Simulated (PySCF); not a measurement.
C₂H₃N, SMILES [N+](C)#[C-]. Atoms are numbered in the order given.

```xyz
6

C      0.0000     0.0000    -1.0998
N      0.0000     0.0000     0.3097
C      0.0000     0.0000     1.4738
H     -0.8884     0.5129    -1.4705
H      0.8884     0.5129    -1.4705
H      0.0000    -1.0258    -1.4705
```

Coordinates come from a PBE0-D3(BJ)/def2-TZVP optimisation.

Two levels are set side by side: PBE/pcJ-1 (PySCF) and PBE0/pcJ-1 (PySCF). One-bond couplings, all four terms, same geometry. Isotopes: 13C, 14N, 1H. Differences are taken from unrounded values.

```tsv
quantity	PBE0
¹J(C1,N2) (Hz)	10.4
¹J(N2,C3) (Hz)	6.5
¹J(C1,H4) (Hz)	139.3
¹J(C1,H5) (Hz)	139.3
¹J(C1,H6) (Hz)	139.3
```

Task: What does PBE give, and how far is it from PBE0? (An estimate is asked for; the answer gives what the named calculation found.)

Result: 
```csv
quantity,PBE,PBE minus PBE0
"¹J(C1,N2) (Hz)",7.6,-2.9
"¹J(N2,C3) (Hz)",2.3,-4.3
"¹J(C1,H4) (Hz)",134.6,-4.7
"¹J(C1,H5) (Hz)",134.6,-4.7
"¹J(C1,H6) (Hz)",134.6,-4.7
```

Rough cost on one machine, each run with all the roots and properties that it gave: PBE0 against PBE about 2 times.
